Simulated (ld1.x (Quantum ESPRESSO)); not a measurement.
Transferability test, PAW potential for O

```json
{"Element": "O", "Generator": "ld1.x (Quantum ESPRESSO) 7.5", "Type": "PAW", "Functional": "PBE", "Relativity": "fully relativistic", "Frozen core": "[He]", "Valence charge": "6", "Reference configuration": "2s2 2p4", "Partial waves": "2s (bound): rcut 0.80, rcutus 0.85 bohr; 2s channel at 2 Ry: rcut 0.80, rcutus 0.85 bohr; 2p (bound): rcut 1.10, rcutus 1.50 bohr; 2p channel at -0.25 Ry: rcut 1.10, rcutus 1.50 bohr", "Local potential": "all-electron potential smoothed inside 1.15 bohr (lloc = -2)", "Core correction": "a·sin(br)/r model core, default radius (ld1.x builds one for every PAW set, though the input has nlcc=.false.)", "Augmentation charge": "PSQ, radius 0.80 bohr"}
```

Open shells are filled in proportion to 2j + 1 (rel_dist='average').

Energies are relative to the spin-unpolarised reference configuration 2s2 2p4; without spin polarisation the order of configurations can differ from experiment.

Question: Give the all-electron excitation energy and the error of the potential for: 2s2 2p3; 2s2 2p2; 2s2 2p1; 2s1 2p4; 2s2 2p0; 2s0 2p6; 2s2 2p4.3.

Answer:

| valence configuration | charge | ΔE all-electron (eV) | error AE − PS (meV) |
| --- | --- | --- | --- |
| 2s2 2p3 | +1 | 16.431 | -6.3 |
| 2s2 2p2 | +2 | 50.017 | -45 |
| 2s2 2p1 | +3 | 103.886 | -103 |
| 2s1 2p4 | +1 | 31.659 | -7.3 |
| 2s2 2p0 | +4 | 180.791 | -8.1 |
| 2s0 2p6 | 0 | 29.937 | -2.1 |
| 2s2 2p4.3 | -0.3 | -2.123 | -0.2 |

The ghost test of this file was not conclusive.
